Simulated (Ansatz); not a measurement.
`BO[SiH](O)[SiH3]` + `CS[SiH2][GeH3]` → `O[SiH]([SiH3])[GeH3]` + `BO[SiH2]SC`  (redistribution)

Gas-phase electronic energies from Ansatz, PBE0-D4/def2-TZVP geometries. CCSD(T)/CBS is the MP2 limit (def2-TZVPP, def2-QZVPP) plus CCSD(T) − MP2 in def2-TZVPP, frozen cores. Functionals use def2-TZVPP. For Ge outer-core shells are correlated without core-valence functions, which leaves a few kJ/mol of doubt a bond. Scalar relativity is left out up to krypton. One conformer a species, not always the lowest.

Question: Is it downhill or uphill in electronic energy at CCSD(T)/CBS, and by how much? (Estimate.)

Answer: The calculation gave: Uphill: ΔE = +3.4 kcal/mol.

Question: What do these levels give: PBE0-D4, ωB97X-V, B2PLYP, PBE, PBE0, HF/def2-TZVPP, MP2/def2-TZVPP, SCS-MP2/def2-TZVPP, HF/def2-QZVPP, SCS-MP2/def2-QZVPP, HF/CBS(def2), CCSD/CBS(def2)? (Best estimate.)

Answer: The calculation gave: PBE0-D4 3.3, ωB97X-V 3.4, B2PLYP 3.0, PBE 2.9, PBE0 3.2, HF/def2-TZVPP 3.3, MP2/def2-TZVPP 3.3, SCS-MP2/def2-TZVPP 3.2, HF/def2-QZVPP 3.2, SCS-MP2/def2-QZVPP 3.2, HF/CBS(def2) 3.2, CCSD/CBS(def2) 3.4 kcal/mol.

Largest T1 diagnostic among the species: 0.014.
